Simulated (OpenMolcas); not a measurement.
Exact exchange and the HOMO–LUMO gap of HOI (hypoiodous acid)

HOI has 3 atoms, charge 0, and is taken as a singlet. SMILES: `OI`. The shape is that of a PBE0-D4/def2-TZVP optimisation.

The HOMO–LUMO gap y, in eV, basis def2-TZVPP with a core potential; a is the functional's share of exact exchange. Programs: OpenMolcas 26.06.

| functional | program | a | y (eV) |
| --- | --- | --- | --- |
| TPSS | OpenMolcas | 0 | 2.62 |
| BLYP | OpenMolcas | 0 | 2.37 |
| B3LYP | OpenMolcas | 0.2 | ? |
| PBE0 | OpenMolcas | 0.25 | 4.68 |
| BHLYP | OpenMolcas | 0.5 | 6.82 |

**Question.** Fit y = c + s·a to the known rows and predict B3LYP.

**Answer.** 
1. Means of the 4 rows: a = 0.1875, y = 4.123.
2. Σ(Δa)² = 0.17188, Σ(Δa·Δy) = 1.4881, so the slope is 1.4881/0.17188 = 8.6578.
3. Intercept: 4.123 − (8.6578) × 0.1875 = 2.500. The largest residual of the fit is 0.13.
4. B3LYP: 2.500 + (8.6578) × 0.2 = 4.23 eV.

The run gave 4.18 eV, so the prediction is off by +0.05 eV, within the scatter of the fit. Exact exchange lowers occupied levels and raises empty ones. The rows mix families of semi-local functionals, which the line can't see.
